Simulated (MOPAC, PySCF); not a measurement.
BrCl2Ga, SMILES `[Ga]([Br])([Cl])[Cl]`, neutral singlet in the gas phase. 

Z-matrix (Å, degrees):
```
Ga
Cl 1 2.1146
Cl 1 2.1146 2 119.25
Br 1 2.2545 2 120.38 3 -180.00
```
Charge 0, multiplicity 1.

All levels are single points at this geometry (PBE0-D3(BJ)/def2-TZVP); Pople sets use spherical d functions. Orbital energies aren't observables, and empty levels follow the basis.

```tsv
level	HOMO (eV)	LUMO (eV)	gap (eV)	dipole (D)	vertical IE, Delta-SCF (eV)
B3LYP-D3(BJ)/def2-TZVP in PySCF	-8.72	-2.36	6.36	0.32	–
M06-2X/def2-TZVP in PySCF	-10.27	-1.13	9.14	0.34	–
PBE-D3(BJ)/def2-TZVP in PySCF	-7.68	-2.96	4.72	0.32	–
B3LYP/3-21G in PySCF	-8.70	-2.52	6.18	0.99	–
B3LYP/6-311+G** (LANL2DZ on Br, Ga) in PySCF	-8.89	-2.50	6.39	0.28	–
B3LYP/6-31G* in PySCF	-8.69	-2.47	6.21	0.43	10.99
B3LYP/LANL2DZ in PySCF	-8.99	-2.70	6.29	0.60	–
M06-2X/6-31G* in PySCF	-10.26	-1.25	9.01	0.34	–
SVWN5/6-31G* in PySCF	-7.79	-3.37	4.42	0.40	10.73
HF/6-31G* in PySCF	-12.03	1.21	13.24	0.40	10.63
PM3 in MOPAC	-11.64	-4.58	7.06	3.12	–
PM6 in MOPAC	-11.54	-2.31	9.23	0.55	–
PM7 in MOPAC	-11.20	-1.13	10.07	0.77	–
```
